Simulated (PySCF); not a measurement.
**Working with the constants of BBr**

RHF-CCSD(T) constants of BBr, ¹Σ⁺ (singlet), closed shell (B cc-pVDZ, Br cc-pVDZ-PP with ECP10; scalar-relativistic core potentials (PySCF 2.14); masses 11.0093 and 78.9183 u):

- ωe: 694.3 cm⁻¹
- ωexe: 3.8 cm⁻¹
- Be: 0.47666 cm⁻¹
- αe: 0.00399 cm⁻¹
- De to B + Br: 4.24 eV

What force constant and bond length do these constants imply?

Reduced mass μred = 9.6615 u; k = 5.8918×10⁻⁷·μred·ωe² (u, cm⁻¹, mdyn/Å) = 2.74 mdyn/Å; Re = √(16.8576/(μred·Be)) (u, cm⁻¹, Å) = 1.913 Å.

Estimate the centrifugal constant D from the Kratzer relation and find the Dunham coefficient a1.

D = 4Be³/ωe² = 8.99e-07 cm⁻¹; a1 = −1 − αeωe/(6Be²) = -3.03.

Correlated steps freeze 5 core orbitals. Correlated levels converge slowly with the basis: in double zeta they bind strong bonds too weakly, by up to about 1 eV, and carry superposition errors of some tenths. Where the molecule has an RHF reference, its open-shell atoms are computed with UHF.
